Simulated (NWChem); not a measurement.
Lowest excitation of H2ClGa

SMILES: [Cl][GaH2]
```xyz
4

Ga     0.0000     0.0000     0.7120
H     -1.4237     0.0000     1.3741
H      1.4237     0.0000     1.3741
Cl     0.0000     0.0000    -1.4601
```
Charge 0, spin multiplicity 1.

All runs are NWChem calculations. Structure: optimised with PBE/def2-SVP, a minimum by its harmonic frequencies.

Basis set: def2-SVPD. CR-EOMCCSD(T) is the triples correction to the same EOM-CCSD root.

| method | lowest vertical singlet excitation energy (eV) | difference from EOM-CCSD |
|---|---|---|
| TD-CAM-B3LYP | 5.22 | -0.30 |
| TD-PBE | 4.55 | -0.97 |
| TD-B3LYP | 4.93 | -0.59 |
| CR-EOMCCSD(T) | 5.40 | -0.12 |
| CIS | 6.40 | +0.88 |
| EOM-CCSD | 5.52 | 0.00 |

The values span 1.85 eV, from TD-PBE (lowest) to CIS (highest). 

The Hamiltonian is non-relativistic. The correlated methods keep 14 core orbitals frozen. B3LYP has NWChem's definition, with VWN1-RPA local correlation. The structure started from a generated list of species. Differences from the coupled-cluster row are differences between methods, not errors against experiment.
